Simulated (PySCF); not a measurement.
A side-by-side comparison of computed properties.

First species: C4H11NSi.
SMILES: `[SiH3]NCC1CC1`

Second species: C5H10OSi.
SMILES: `C=COC(=C)C[SiH3]`

Levels: CAM-B3LYP/def2-SVPD for dipole moment, HOMO energy, LUMO energy, HOMO–LUMO gap, static isotropic polarisability and electronic spatial extent ⟨r²⟩ about the centre of nuclear charge; TDDFT CAM-B3LYP/def2-SVPD for lowest singlet excitation; PBE0-D3(BJ)/def2-SVP for rotational constant A and rotational constant C. Geometries: PBE0-D3(BJ)/def2-SVP. Each species is one conformer at its optimised geometry, gas phase, non-relativistic unless stated. Electronic properties by PySCF.

Dipoles, sizes and rotational constants follow the conformer. The torsions of the flexible species, by atom-mapped SMILES:
- `[SiH3:1][NH:2][CH2:3][CH:4]1[CH2:5][CH2:6]1`: Si1–N2–C3–C4 144°, N2–C3–C4–C5 -150°
- `[CH2:1]=[CH:2][O:3][C:4](=[CH2:5])[CH2:6][SiH3:7]`: C1–C2–O3–C4 -151°, C2–O3–C4–C5 21°, O3–C4–C6–Si7 69°

Values for the first species:

* Dipole moment: 1.22 D
* HOMO energy: -8.12 eV
* LUMO energy: 1.20 eV
* HOMO–LUMO gap: 9.32 eV
* Lowest singlet excitation: 5.96 eV
* Static isotropic polarisability: 82.3 au
* Electronic spatial extent ⟨r²⟩ about the centre of nuclear charge: 1085 bohr²
* Rotational constant A: 8.389 GHz
* Rotational constant C: 1.146 GHz

Q: Estimate the same properties for the second species, and the change in each.

A: 
| property | first | second | second less first |
| --- | --- | --- | --- |
| dipole moment | 1.22 D | 0.63 D | -0.59 D |
| HOMO energy | -8.12 eV | -7.91 eV | +0.21 eV |
| LUMO energy | 1.20 eV | 1.00 eV | -0.20 eV |
| HOMO–LUMO gap | 9.32 eV | 8.91 eV | -0.41 eV |
| lowest singlet excitation | 5.96 eV | 6.10 eV | +0.14 eV |
| static isotropic polarisability | 82.3 au | 96.5 au | +14.2 au |
| electronic spatial extent ⟨r²⟩ about the centre of nuclear charge | 1085 bohr² | 1231 bohr² | +146 bohr² |
| rotational constant A | 8.389 GHz | 3.628 GHz | -4.761 GHz |
| rotational constant C | 1.146 GHz | 0.996 GHz | -0.150 GHz |

On the first: The principal polarisabilities are 73.5, 76.8 and 96.7 au; their mean is the isotropic value. No computed singlet falls in the visible range (750 to 380 nm, 1.65 to 3.26 eV); S1 lies 2.70 eV above its blue end.

On the second: A dipole of 0.63 D is allowed in C1, and pure rotational transitions are dipole-allowed. S1 lies 2.81 eV below the HOMO–LUMO gap; its leading configuration is HOMO→LUMO, weight 0.72.
